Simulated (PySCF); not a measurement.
**How methods differ on the ionisation energy of Pd**

Pd [Kr] 4d10 (1S) → Pd⁺ [Kr] 4d9 (2D), as a difference of total energies. Calculation: PySCF 2.14, in ANO-RCC-VTZP; the spin-free X2C one-electron Hamiltonian (Gaussian nucleus). Correlated levels: valence: [Kr] frozen; valence and next inner shell: [Ar] 3d10 frozen. The calculations carry no spin-orbit coupling.

```csv
method,ionisation energy (eV)
UHF,6.289
LDA,9.444
PBE,8.940
PBE0,8.512
r2SCAN,8.555
r2SCANh,8.446
HSE06,8.528
LC-wPBE,8.368
MP2 (valence),8.716
SCS-MP2 (valence),8.461
MP2 (valence and next inner shell),8.953
SCS-MP2 (valence and next inner shell),8.601
```

Problem. How much does correlation contribute at MP2 (valence and next inner shell)?

Solution. 8.953 − (6.289) = 2.664 eV, measured against UHF.

A first-order spin-orbit estimate (lowest level to lowest level, LS coupling) adds -0.187 eV.

Errors of the correlated levels include the incompleteness of this basis and the frozen core.

For comparison: 8.337 eV (measured; NIST Atomic Spectra Database, ionization energies).
